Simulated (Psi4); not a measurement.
C2H6Cl2Sn (SMILES [CH3][Sn]([CH3])([Cl])[Cl]), singlet, geometry from GFN2-xTB (such geometries of metal compounds can be far from the true shape) (core potentials on Sn); PBE0/def2-TZVPP (Psi4).

The Psi4 input:
```
memory 2 GB

molecule {
0 1
  C     1.79207029   -1.53192300    0.12724748
  Sn   -0.01776939   -0.26789026   -0.04892630
  C    -1.96952399   -1.14631043   -0.61732907
  Cl    0.46002467    1.43153069   -1.57284646
  Cl   -0.30999855    0.83178772    1.98671197
  H     1.58174478   -2.36299557    0.78922013
  H     2.58869576   -0.92155450    0.53705758
  H     2.06721688   -1.89191780   -0.85649296
  H    -2.67841727   -0.33566266   -0.74157181
  H    -2.29924580   -1.81176801    0.17102600
  H    -1.85724662   -1.68860129   -1.54814853
}

set basis def2-tzvpp

energy('pbe0')
print_variables()
```

Problem. What does Psi4 print? Leave out banner, timings and long lists.

Solution. 
```
   => Loading Basis Set <=

    Name: DEF2-TZVPP
    Role: ORBITAL
    Keyword: BASIS

    !!!  WARNING: ECP capability is in beta. Please check occupations closely.  !!!

         ---------------------------------------------------------
                                   SCF
               by Justin Turney, Rob Parrish, Andy Simmonett
                          and Daniel G. A. Smith
                              RKS Reference
         ---------------------------------------------------------

  ==> Geometry <==

    Molecular point group: c1
    Full point group: C1

    Geometry (in Angstrom), charge = 0, multiplicity = 1:

       Center              X                  Y                   Z               Mass
    ------------   -----------------  -----------------  -----------------  -----------------
         C            1.790322654317    -1.558314718291     0.122412086313    12.000000000000
         SN          -0.019517025683    -0.294281978291    -0.053761693687   119.902201630000
         C           -1.971271625683    -1.172702148291    -0.622164463687    12.000000000000
         CL           0.458277034317     1.405138971709    -1.577681853687    34.968852682000
         CL          -0.311746185683     0.805396001709     1.981876576313    34.968852682000
         H            1.579997144317    -2.389387288291     0.784384736313     1.007825032230
         H            2.586948124317    -0.947946218291     0.532222186313     1.007825032230
         H            2.065469244317    -1.918309518291    -0.861328353687     1.007825032230
         H           -2.680164905683    -0.362054378291    -0.746407203687     1.007825032230
         H           -2.300993435683    -1.838159728291     0.166190606313     1.007825032230
         H           -1.858994255683    -1.714993008291    -1.552983923687     1.007825032230

  Running in c1 symmetry.

  Rotational constants: A =      0.05957  B =      0.04665  C =      0.04169 [cm^-1]
  Rotational constants: A =   1785.93462  B =   1398.51075  C =   1249.78333 [MHz]
  Nuclear repulsion =  415.058782374307725

  Charge       = 0
  Multiplicity = 1
  Electrons    = 74
  Nalpha       = 37
  Nbeta        = 37

  ==> Algorithm <==

  SCF Algorithm Type is DF.
  DIIS enabled.
  MOM disabled.
  Fractional occupation disabled.
  Guess Type is SAD.
  Energy threshold   = 1.00e-06
  Density threshold  = 1.00e-06
  Integral threshold = 1.00e-12

  ==> Primary Basis <==

  Basis Set: DEF2-TZVPP
    Blend: DEF2-TZVPP
[...]
   @DF-RKS iter   3: -1214.27936575135573   -8.81399e-01   5.94180e-04 DIIS/ADIIS
   @DF-RKS iter   4: -1214.29098561011688   -1.16199e-02   2.18441e-04 DIIS/ADIIS
   @DF-RKS iter   5: -1214.29262624178136   -1.64063e-03   3.90977e-05 DIIS
   @DF-RKS iter   6: -1214.29266757279288   -4.13310e-05   1.18371e-05 DIIS
   @DF-RKS iter   7: -1214.29267163444956   -4.06166e-06   3.77458e-06 DIIS
   @DF-RKS iter   8: -1214.29267215486539   -5.20416e-07   5.40911e-07 DIIS
  Energy and wave function converged.

  ==> Post-Iterations <==

   Electrons on quadrature grid:
      Ntotal   =   73.9999930225 ; deviation = -6.977e-06

    Orbital Energies [Eh]
    ---------------------

    Doubly Occupied:

[...]
      37A     -0.301373

    Virtual:

[...]
    Final Occupation by Irrep:
              A
    DOCC [    37 ]
    NA   [    37 ]
    NB   [    37 ]

  @DF-RKS Final Energy: -1214.29267215486539

   => Energetics <=

    Nuclear Repulsion Energy =            415.0587823743077251
    One-Electron Energy =               -2581.6601859876127492
    Two-Electron Energy =                1018.4603730421872569
    DFT Exchange-Correlation Energy =     -66.1516415837474483
    Empirical Dispersion Energy =           0.0000000000000000
    VV10 Nonlocal Energy =                  0.0000000000000000
    Total Energy =                      -1214.2926721548653859

Computation Completed

Properties will be evaluated at   0.000000,   0.000000,   0.000000 [a0]

Properties computed using the SCF density matrix

 Multipole Moments:

 ------------------------------------------------------------------------------------
     Multipole            Electronic (a.u.)      Nuclear  (a.u.)        Total (a.u.)
 ------------------------------------------------------------------------------------

 L = 1.  Multiply by 2.5417464519 to convert [e a0] to [Debye]
 Dipole X            :         -0.7911981            0.6958311           -0.0953670
 Dipole Y            :        -11.9207658           10.4840866           -1.4366793
 Dipole Z            :         -2.1750507            1.9126236           -0.2624271
 Magnitude           :                                                    1.4635608

 ------------------------------------------------------------------------------------

  Variable Map:
  ----------------------------------------------------------------------------
[...]
  Array Variable Map:
  ----------------------------------------------------------------------------
[...]
[...]
```
